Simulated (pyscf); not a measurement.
cyclic H₃AsOSi (SMILES O1[SiH2][AsH]1), singlet

Gas-phase minimum from PySCF at ωB97X-D3(BJ)/def2-SVP, one conformer. 

SMILES: O1[SiH2][AsH]1
```xyz
6

O      0.0247     0.3802     0.6177
Si    -1.5429    -0.1781     0.4502
As     0.1499    -0.6556    -0.9832
H     -2.5812     0.8315     0.1293
H     -2.0083    -1.1736     1.4461
H     -0.2125     0.4895    -1.9319
```

Bonded distances (Å): O1–Si2 1.672, O1–As3 1.911, Si2–As3 2.269, Si2–H4 1.483, Si2–H5 1.483, As3–H6 1.531. Angles (°): Si2–O1–As3 78.3, O1–Si2–As3 55.5, O1–Si2–H4 116.8, O1–Si2–H5 116.8, As3–Si2–H4 121.9, As3–Si2–H5 121.1, H4–Si2–H5 112.5, O1–As3–Si2 46.2, O1–As3–H6 95.6, Si2–As3–H6 93.3.

Properties at ωB97X-D3(BJ)/def2-SVP:

```
Quantity                                                                                                                                                                            Value
---------------------------------------------------------------------------------------------------------------------  ------------------------------------------------------------------
Harmonic wavenumbers, unscaled                                                                                         428, 451, 487, 611, 682, 770, 815, 883, 991, 2205, 2287, 2300 cm⁻¹
Zero-point energy                                                                                                                                                           18.5 kcal/mol
Rotational symmetry number                                                                                                                                                              1
Entropy of this conformer at 298 K and 1 atm, rigid rotor and harmonic oscillator, modes under 100 cm⁻¹ raised to 100                                                     288.4 J/(mol K)
Dipole moment                                                                                                                                                                      2.09 D
```

Single-point totals, which compare only within one level (frozen core for MP2 and CC):

```json
[
 {"level": "ωB97X-D3(BJ)/def2-TZVP", "total energy (hartree)": "-2602.41907"},
 {"level": "PBE/def2-TZVP", "total energy (hartree)": "-2601.88085"},
 {"level": "r²SCAN/def2-TZVP", "total energy (hartree)": "-2602.37301"},
 {"level": "B3LYP-D3(BJ)/def2-TZVP", "total energy (hartree)": "-2602.51687"},
 {"level": "PBE0-D3(BJ)/def2-TZVP", "total energy (hartree)": "-2601.97130"},
 {"level": "M06-2X/def2-TZVP", "total energy (hartree)": "-2602.40163"},
 {"level": "ωB97M-D3(BJ)/def2-TZVP", "total energy (hartree)": "-2602.51485"},
 {"level": "HF/def2-TZVPP", "total energy (hartree)": "-2599.78396"},
 {"level": "MP2/def2-TZVPP", "total energy (hartree)": "-2600.40965"},
 {"level": "CCSD/def2-TZVPP", "total energy (hartree)": "-2600.42701"},
 {"level": "CCSD(T)/def2-TZVPP", "total energy (hartree)": "-2600.45458"}
]
```

The CCSD(T) − MP2 part came from Ansatz, without density fitting, on the same reference. The frozen core leaves the outer d or s,p core shells of the metals and heavy elements correlated in the MP2 and CC values, and def2-TZVPP describes them poorly, so these totals are far from the basis limit. Elements up to Kr have no core potential and no relativistic terms here.
